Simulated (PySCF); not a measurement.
# Relaxation of quintet CrI2

All numbers come from UB3LYP in PySCF with Cr def2-SVP, I def2-SVP with ECP28; scalar-relativistic core potentials, no spin–orbit coupling; density-fitted integrals. A (50,194) grid was used.

A hand-made bent start, of C2v symmetry, held to at least that symmetry:

```xyz
3
charge 0 multiplicity 5, angstrom
Cr    0.0000    0.0000   -1.2141
I     2.0888    0.0000    0.2485
I    -2.0888    0.0000    0.2485
```

Question: What does it relax to?

Answer: It ends at C2v with Cr–I 2.560 Å (×2); I–Cr–I 156.1°. A frequency run shows a minimum. Other isomers or separated fragments may lie lower.

Question: How much energy is released, and in how many steps?

Answer: 10.3 kJ/mol in 10 steps.

With open d or f shells other occupations or spin states may lie lower. Spin–orbit coupling, left out here, can matter for elements this heavy.

The relaxation took roughly 2.7 core-minutes on a shared host.
